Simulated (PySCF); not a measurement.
Input file for PySCF: R-HF/3-21G on CH5OSb (SMILES C[O][SbH2]), a point of a torsion scan.

```python
from pyscf import gto, scf, dft, mp
from pyscf.data.elements import chemcore

mol = gto.M(
    atom='''
    C     1.12626889    0.02977173    0.03869454
    O     0.09023739   -0.47503358   -0.74709635
    Sb   -1.79572025    0.07645564   -0.41623343
    H     1.16624769    1.12340965    0.02675253
    H     1.05216062   -0.30493246    1.07771394
    H     2.05635764   -0.35416711   -0.38358966
    H    -2.10093820   -1.19380201    0.69382458
    H    -2.18772826   -0.97302771   -1.67052191
    ''',
    basis='3-21g',
    charge=0, spin=0, verbose=3, max_memory=1800)
mf = scf.RHF(mol)
mf.conv_tol = 1e-8
mf.max_cycle = 100
mf.kernel()
if not mf.converged:
    mf = mf.newton().run(mf.mo_coeff, mf.mo_occ)
```

It printed:

```
converged SCF energy = -6400.62864514436
```

Self-consistency was reached.

Cost: roughly 0.6 core-seconds.
